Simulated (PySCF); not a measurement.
Two-photon absorption: `CN(C)/C=C/C=C/C#N`, C7H10N2

Geometry (Å), atoms numbered from 1 in this order:
```xyz
19

C    -1.8492   -1.1145    0.6713
N    -1.5432    0.1234    0.0053
C    -2.6106    0.7943   -0.6906
C    -0.2564    0.5015   -0.1676
C     0.8645   -0.1588    0.2476
C     2.1661    0.3922    0.0398
C     3.3344   -0.1891    0.4180
C     4.5999    0.4051    0.1812
N     5.6436    0.8826   -0.0060
H    -2.9207   -1.1476    0.9097
H    -1.2862   -1.1930    1.6144
H    -1.6023   -1.9968    0.0512
H    -2.2538    1.7581   -1.0778
H    -3.4570    0.9910   -0.0124
H    -2.9881    0.2030   -1.5456
H    -0.1363    1.4551   -0.6937
H     0.7907   -1.1280    0.7473
H     2.2208    1.3628   -0.4681
H     3.3360   -1.1562    0.9305
```

Method used: TDDFT CAM-B3LYP/aug-cc-pVDZ excited states, vertical, gas phase (PySCF). Geometry: PBE0-D3(BJ)/def2-SVP.

Singlets 6 and 7 lie within 0.01 eV of each other, so their separate moments and overlaps can depend on how they mix.

Question: Give the one- and two-photon strengths of the lowest singlets.

Answer: δ for parallel linear polarisation; σ at the peak of a Lorentzian of half width 0.1 eV, single beam; Ω is circular over linear.
| state | E (eV) | f | photon λ (nm) | δ (au) | σ (GM) | Ω | main |
| --- | --- | --- | --- | --- | --- | --- | --- |
| S1 | 4.40 | 1.036 | 564 | 752 | 5.33 | 0.91 | HOMO→LUMO 0.96 |
| S2 | 4.71 | 0.043 | 526 | 468 | 3.81 | 1.21 | HOMO→LUMO+1 0.81, HOMO→LUMO+3 0.09 |
| S3 | 5.02 | 0.000 | 494 | 67.5 | 0.62 | 1.45 | HOMO→LUMO+2 0.76, HOMO→LUMO+5 0.14 |
| S4 | 5.37 | 0.004 | 461 | 129 | 1.36 | 1.19 | HOMO→LUMO+3 0.72 |
| S5 | 5.68 | 0.010 | 437 | 4460 | 52.60 | 0.30 | HOMO→LUMO+4 0.78, HOMO→LUMO+10 0.14 |
| S6 | 5.77 | 0.048 | 430 | 534 | 6.50 | 1.37 | HOMO→LUMO+7 0.61, HOMO→LUMO+10 0.17 |

Among these, the strongest one-photon state is S1, the strongest two-photon state S5, with a dipole change of 9.7 D (relaxed, norm of the difference vector).
